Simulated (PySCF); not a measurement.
C7H13NSi.
SMILES with atom numbers: `[CH2:1]=[C:2]1[CH2:3][CH2:4]/[C:5]1=[CH:6]\[CH2:7][SiH2:8][NH2:9]`

Structure used (GFN2-xTB), in Å, numbered top down from 1:
```xyz
22
C7H13NSi angstrom
C     -2.3819    0.7890    1.8290
C     -1.9319    0.4224    0.6384
C     -2.4393    0.6198   -0.7715
C     -1.2023   -0.1516   -1.2820
C     -0.7618   -0.3041    0.1565
C      0.2849   -0.8834    0.7379
C      1.4018   -1.5181   -0.0007
Si     2.9010   -0.3325   -0.0702
N      2.2871    1.1156   -0.7662
H     -3.2979    1.3451    1.9405
H     -1.8521    0.5424    2.7335
H     -3.3952    0.1400   -0.9781
H     -2.4962    1.6609   -1.0879
H     -0.5260    0.4265   -1.9110
H     -1.4301   -1.0918   -1.7844
H      0.3709   -0.8567    1.8167
H      1.0891   -1.7630   -1.0143
H      1.7035   -2.4417    0.4919
H      3.4577   -0.2029    1.2873
H      3.9274   -0.8334   -0.9850
H      2.9021    1.8990   -0.9113
H      1.3787    1.4378   -0.4708
```

Definitions: NICS(0) = −σiso at the ring centroid; NICS(1) = −σiso and NICS(1)zz = −σzz at ±1 Å along the ring normal z. Level: GIAO PBE0/pcSseg-1 (PySCF, non-relativistic, gas phase) on the GFN2-xTB geometry, one conformer.

Ring bond lengths (Å), with Mayer bond orders in brackets: C2–C3 1.511 (1.04), C3–C4 1.545 (1.08), C4–C5 1.512 (1.07), C5–C2 1.459 (1.02).

Question: Give the NICS values of each ring in ppm.

Answer: 
| ring | type | NICS(0) | NICS(1), two faces | NICS(1)zz, two faces | rms pucker (Å) | centre to ring atoms, mean (Å) |
| --- | --- | --- | --- | --- | --- | --- |
| C2–C3–C4–C5 | 4-membered carbocycle; formal bonds all single | 4.3 | -1.0 / -1.1 | 1.7 / 1.4 | 0.00 | 1.07 |

Question: What do they say, and how far can they be read as aromaticity?

Answer: 
- C2–C3–C4–C5: mean NICS(1)zz 1.6 ppm, near zero. C3, C4 have four or more neighbours, so the value isn't read as a sign of a π ring current. NICS(0) lies 5 ppm above the mean NICS(1).

Question: At the first NICS(1) probe listed for ring C2–C3–C4–C5, 1 Å off the ring, how large is the induced field along the normal in 1 T applied along it?

Answer: NICSzz × B0 = 1.7 ppm × 1 T = 2 μT, along the applied field.

On an Intel Xeon at 2.50 GHz with one thread, shared host, this took 2.5 min (grids of density and orbitals included) and 1.1 GiB of memory at its peak. This is the whole shielding run at PBE0/pcSseg-1, SCF included.
